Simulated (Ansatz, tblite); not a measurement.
Forces on B2Sb at its r2SCAN-D4/def2-TZVP geometry. The state is a doublet with charge 0.

In the def2 sets Sb takes a core potential; there is no spin–orbit coupling. The xTB rows come from tblite. Correlated methods freeze 6 core orbitals; core or outer-core shells of Sb are correlated, in sets that lack core-valence functions. At r2SCAN-D4/def2-TZVP, PBE-QIDH/def2-TZVP the charge 0 doublet is spin-contaminated (final ⟨S²⟩ up to 1.22, 0.75 for a pure state). The structure comes from a short search, and lower isomers may exist.

GFN2-xTB (tblite), largest force 1.86 eV/Å:

```xyz
3
positions Å, forces eV/Å
B    -0.890   -0.026    0.487    1.732   -0.408    0.517
B     0.587   -0.321    0.762   -1.825    0.310   -0.162
Sb    0.303    0.347   -1.249    0.093    0.098   -0.355
```

r2SCAN-D4/def2-TZVP (Ansatz), largest force 0.01 eV/Å:

```
B -0.002 -0.001 0.005
B 0.000 -0.001 0.005
Sb 0.003 0.003 -0.010
```

PBE-QIDH/def2-TZVP (Ansatz), largest force 0.89 eV/Å:

```
B -0.056 0.147 -0.445
B 0.257 0.086 -0.392
Sb -0.201 -0.233 0.837
```
